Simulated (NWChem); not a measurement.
Species: SiN₂H₆; SMILES [SiH2](N)N

```xyz
9

Si     0.4395    -0.0017     0.0740
N     -0.6546     1.3314     0.0763
N     -0.4792    -1.4556    -0.0472
H      1.4094    -0.1095    -1.0672
H      1.2479     0.2133     1.3209
H     -1.2946     1.4871    -0.6939
H     -0.4045     2.1967     0.5391
H     -0.0784    -2.2824    -0.4727
H     -1.1877    -1.6890     0.6386
```
Atoms are numbered in this order, from 1.

Program: NWChem. Geometry: optimised at PBE0/def2-SVP. Level: PBE0/def2-SVP with SMD (1 M gas to 1 M solution), gas-phase geometry. Reactions with the solvent are ignored.

What does the run give for solvent n-hexane? Quantities: solvation free energy (kcal/mol); cavity-dispersion-structure term (kcal/mol); dipole in solution (D).


```yaml
solvation free energy (kcal/mol): -1.4
cavity-dispersion-structure term (kcal/mol): 1.1
dipole in solution (D): 0.91
```
